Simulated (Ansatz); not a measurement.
Mulliken charges of `C[S][Ti]([OH])([Cl])[Cl]` from ωB97M-V/def2-TZVPP in Ansatz (PBE0-D4/def2-TZVP geometry).

```json
{"atom": "C1", "x (Å)": "0.669", "y (Å)": "-1.824", "z (Å)": "0.165", "charge (e)": "-0.321"}
{"atom": "S2", "x (Å)": "0.265", "y (Å)": "-0.691", "z (Å)": "-1.200", "charge (e)": "-0.089"}
{"atom": "Ti3", "x (Å)": "-0.393", "y (Å)": "1.097", "z (Å)": "-0.007", "charge (e)": "0.628"}
{"atom": "O4", "x (Å)": "-0.849", "y (Å)": "2.285", "z (Å)": "-1.197", "charge (e)": "-0.441"}
{"atom": "Cl5", "x (Å)": "-2.065", "y (Å)": "0.477", "z (Å)": "1.280", "charge (e)": "-0.202"}
{"atom": "Cl6", "x (Å)": "1.289", "y (Å)": "1.746", "z (Å)": "1.255", "charge (e)": "-0.203"}
{"atom": "H7", "x (Å)": "1.384", "y (Å)": "-1.369", "z (Å)": "0.851", "charge (e)": "0.143"}
{"atom": "H8", "x (Å)": "-0.235", "y (Å)": "-2.110", "z (Å)": "0.701", "charge (e)": "0.148"}
{"atom": "H9", "x (Å)": "1.121", "y (Å)": "-2.710", "z (Å)": "-0.282", "charge (e)": "0.146"}
{"atom": "H10", "x (Å)": "-1.185", "y (Å)": "3.100", "z (Å)": "-1.565", "charge (e)": "0.192"}
```

Problem. By hand: the dipole of these point charges (1 e Å = 4.8032 D).

Solution. Σ q r = (0.144, -0.431, -0.052) e Å, of length 0.457 e Å = 2.20 D.

Problem. How does the dipole of the full density compare? (An estimate is asked.)

Solution. The calculation gave: (-0.049, 0.079, -0.242) e Å, 1.25 D; the point charges give 1.76 times that, at 104° from its direction.

Point charges leave out the atoms' own dipoles, such as those of lone pairs, and Mulliken's split depends on the basis, so the two needn't agree.
